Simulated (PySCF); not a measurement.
Distorted geometries of [Sm(NH3)3]3+

[Sm(NH3)3]3+ (singlet in the valence; each metal's 4f electrons, 5 of them, lie in its core potential, out of spins and levels). PySCF 2.14.0, RKS TPSS, Sm lcecp-1-SVP with ECP51, N def2-SVP, H def2-SVP; non-relativistic Hamiltonian with scalar-relativistic core potentials where named; density fitting; no spin-orbit coupling. Relaxed geometry:

```xyz
13

Sm    0.0000    0.0000    0.7974
N     2.3517   -0.0006    0.0195
H     3.0510   -0.2710    0.7463
H     2.5774   -0.6442   -0.7698
H     2.7126    0.9179   -0.3177
N    -1.1753    2.0369    0.0195
H    -1.2908    2.7777    0.7463
H    -0.7308    2.5542   -0.7698
H    -2.1512    1.8902   -0.3177
N    -1.1764   -2.0363    0.0195
H    -1.7602   -2.5067    0.7463
H    -1.8466   -1.9100   -0.7698
H    -0.5614   -2.8081   -0.3177
```

Task: Order these distorted geometries by energy above the relaxed one, lowest first.
A.
```xyz
13

Sm    0.0529   -0.0415    0.8600
N     2.3183    0.0035    0.1418
H     2.8904   -0.2154    0.5990
H     2.6247   -0.6864   -0.8039
H     2.7402    1.0281   -0.3804
N    -1.0562    2.0874   -0.0193
H    -1.2596    2.7666    0.8702
H    -0.6856    2.5367   -0.7121
H    -2.1109    1.8947   -0.2792
N    -1.2461   -2.0863   -0.0717
H    -1.8155   -2.5786    0.8155
H    -1.9527   -1.8494   -0.8991
H    -0.5001   -2.8594   -0.2884
```
B.
```xyz
13

Sm    0.0217   -0.0210    1.0468
N     2.6235    0.2405   -0.3626
H     3.1108   -0.3467    0.6580
H     2.4411   -0.5125   -0.8369
H     2.6344    0.8450   -0.3728
N    -1.0623    1.7668    0.0436
H    -1.3710    2.9195    0.8293
H    -0.4617    2.5493   -0.7566
H    -2.4048    1.8636   -0.2037
N    -1.2664   -2.0389    0.1809
H    -1.8325   -2.5410    0.7094
H    -1.8506   -1.8590   -0.8590
H    -0.5821   -2.8656   -0.2442
```
C.
```xyz
13

Sm   -0.1414    0.0362    0.7084
N     2.3544    0.0811   -0.0076
H     2.9965   -0.1904    0.7334
H     2.4530   -0.4895   -0.6212
H     2.6359    0.9207   -0.3769
N    -1.2400    1.8778    0.0876
H    -1.2358    2.7471    0.6686
H    -0.7114    2.5261   -0.6294
H    -2.0029    1.9415   -0.1733
N    -1.0033   -2.0284   -0.0435
H    -1.7671   -2.6180    0.7037
H    -1.6837   -1.8926   -0.7756
H    -0.6542   -2.9116   -0.4419
```

Result: C (4.54 eV), A (5.13 eV), B (18.08 eV).

Task: Which forces (eV/Å) act in the one that lies 4.54 eV up?

Result: 
```
Sm    2.16  -1.73   1.08
N    -4.38   6.48  11.34
H     0.69   0.06   0.61
H     1.86 -10.03 -10.70
H     1.46   3.48  -1.20
N    18.52   3.34   4.47
H    -0.15  -0.26   1.60
H    -0.53  -1.64  -0.08
H   -19.05   0.72  -6.81
N    -3.05  -2.81   2.70
H     2.29   2.00  -1.75
H    -1.24   0.77  -1.23
H     1.43  -0.38  -0.02
```
Forces carry noise of the integration grid, about 0.01 to 0.03 eV/Å.

No frequency check is given that shows the relaxed geometry to be a minimum. An lcecp potential fixes the number of 4f electrons, so in runs with it no electron can move into or out of that shell.
